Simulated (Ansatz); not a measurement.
Reaction (isomerisation): `N[SiH]1C=C1S` → `N[SiH2]C1=CS1`

Program: Ansatz. Geometries: PBE0-D4/def2-TZVP. ΔE: electronic, gas phase. CCSD(T)/CBS adds triple-zeta CCSD(T) − MP2 to the extrapolated MP2 energy (def2 sets, frozen cores). Functionals use def2-TZVPP. Each species was taken in one conformer, which may not be the lowest.

`N[SiH]1C=C1S`:

Z-matrix (Å, degrees):
```
Si
C 1 1.781
C 1 1.807 2 44.3
N 1 1.698 2 124.5 3 107.5
H 1 1.480 2 124.2 3 -101.9
H 2 1.084 1 157.4 3 -175.5
S 3 1.722 1 159.9 2 173.8
H 4 1.005 1 122.1 2 165.8
H 4 1.005 1 123.8 2 -24.7
H 7 1.342 3 97.3 1 9.7
```

`N[SiH2]C1=CS1`:

Cartesian coordinates in Å:
```
N 1.883 0.208 -0.421
Si 0.655 -0.549 0.492
C -1.062 0.005 0.112
C -2.057 0.620 -0.411
S -2.772 -0.484 0.802
H 2.046 -0.039 -1.383
H 2.174 1.151 -0.224
H 0.677 -2.006 0.224
H 0.865 -0.254 1.929
H -2.409 1.349 -1.121
```

CCSD(T)/CBS gives +16.7 kcal/mol.

**Question.** Another level gave +17.1 kcal/mol. Which?
A. SCS-MP2/def2-TZVPP
B. r2SCAN/def2-TZVPP
C. CCSD(T)/def2-TZVPP
D. PBE-D4/def2-TZVPP

**Answer.** C. CCSD(T)/def2-TZVPP 17.1, PBE-D4 19.5, r2SCAN 20.7, SCS-MP2/def2-TZVPP 16.0 kcal/mol.

Largest T1 diagnostic among the species: 0.012.

From PBE to PBE0 (25 % exact exchange), in def2-TZVPP and without D4, ΔE moves by +1.3 kcal/mol. In def2-TZVPP, CCSD(T) changes the Hartree–Fock value by −1.2 kcal/mol (the triples alone add −0.7 kcal/mol) and MP2 by −1.2 kcal/mol.
